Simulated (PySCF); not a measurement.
C4H8O2.

```xyz
14

C      1.3237    -0.9357     0.4020
C      0.4196     0.0119    -0.3499
O      0.6512     0.0857    -1.7287
C      0.0113     1.3190     0.2644
C     -0.9989     0.2050     0.1015
O     -1.4279    -0.5079     1.2187
H      1.0584    -0.9665     1.4669
H      1.2212    -1.9594     0.0030
H      2.3741    -0.6241     0.2925
H      0.4452    -0.7804    -2.1011
H      0.3648     1.5278     1.2789
H     -0.0612     2.1792    -0.4066
H     -1.7366     0.3236    -0.7052
H     -1.9871     0.0757     1.7439
```
Charge 0, spin multiplicity 1.

Geometry optimised at ωB97X-D3(BJ)/def2-SVP. The structure was generated by enumeration; whether it is a known compound was not checked. Other conformers were not sampled.

The numbers are results of PBE/pcSseg-1 (PySCF), not measurements. Non-relativistic, no solvent.

Computed absolute GIAO shielding of each atom: isotropic value and principal components (ppm):
```tsv
atom	σ(iso)	σ11	σ22	σ33	span
C1	158.7	140.2	155.0	181.0	40.8
C2	118.5	84.1	91.9	179.4	95.3
O3	247.5	212.7	244.0	285.7	73.0
C4	153.4	137.5	138.3	184.6	47.1
C5	115.7	82.5	88.8	176.0	93.5
O6	275.7	252.2	269.6	305.4	53.3
H7	29.7	24.9	28.9	35.2	10.4
H8	29.9	26.2	27.6	36.0	9.8
H9	29.4	25.5	27.4	35.4	9.9
H10	31.1	22.6	28.3	42.2	19.6
H11	30.9	26.1	29.3	37.4	11.3
H12	30.2	25.6	27.3	37.6	12.0
H13	27.7	21.8	28.4	33.0	11.2
H14	30.9	21.7	27.8	43.3	21.7
```
